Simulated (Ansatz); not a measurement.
Consider the redistribution: `C[SiH2][CH2][AlH2]` + `[OH][InH][Cl]` → `[AlH2][CH2][SiH3]` + `[CH3][In]([OH])[Cl]`.

Isolated molecules relaxed with PBE0-D4/def2-TZVP in Ansatz; ΔE leaves out vibrations. CCSD(T)/CBS adds triple-zeta CCSD(T) − MP2 to the extrapolated MP2 energy (def2 sets, frozen cores). Functionals use def2-TZVPP. B3LYP here is the variant with VWN-RPA as its local correlation; programs differ in this. Elements past krypton have def2 core potentials. For In outer-core shells are correlated without core-valence functions, which leaves a few kJ/mol of doubt a bond. One conformer a species, not always the lowest.

```csv
level,ΔE (kcal/mol),difference from CCSD(T)/CBS
PBE-D4,4.7,1.5
ωB97X-V,4.9,1.7
ωB97M-V,5.2,2.0
PBE0,4.6,1.4
B3LYP,3.5,0.3
HF/def2-TZVPP,4.5,1.3
SCS-MP2/def2-TZVPP,2.5,-0.7
HF/def2-QZVPP,4.5,1.3
MP2/def2-QZVPP,2.4,-0.8
SCS-MP2/def2-QZVPP,2.5,-0.7
CCSD(T)/CBS,3.2,0
```

Largest T1 diagnostic among the species: 0.015.

The D4 term adds +0.9 kcal/mol with B3LYP and +0.5 kcal/mol with PBE0; it sums over pairs of atoms, weighted by their polarisabilities, and B3LYP, whose exchange is more repulsive, gets the larger term. In def2-TZVPP, CCSD(T) changes the Hartree–Fock value by −1.3 kcal/mol (the triples alone add −0.2 kcal/mol) and MP2 by −2.2 kcal/mol.
